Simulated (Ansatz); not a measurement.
C2H4ClNSi, SMILES N1=C[Si@H](Cl)C1.

Coordinates come from a PBE0-D3(BJ)/def2-SVP optimisation. The structure was generated by enumeration; whether it is a known compound was not checked.

Two levels are set side by side: PBE/def2-SVPD (Ansatz, a program for electronic structure) and CAM-B3LYP/def2-SVPD (Ansatz). Energy differences of separate SCF runs at the same geometry; the states with an electron removed or added have multiplicity 2 and 2. Differences are taken from unrounded values.

```csv
quantity,PBE
vertical ionisation energy (eV),9.02
vertical singlet–triplet gap (eV),3.17
```

Task: These are the PBE values. What does CAM-B3LYP give? (An estimate is asked for; the answer gives what the named calculation found.)

Result: 
| quantity | CAM-B3LYP | PBE minus CAM-B3LYP |
|---|---|---|
| vertical ionisation energy (eV) | 9.39 | -0.37 |
| vertical singlet–triplet gap (eV) | 3.32 | -0.15 |
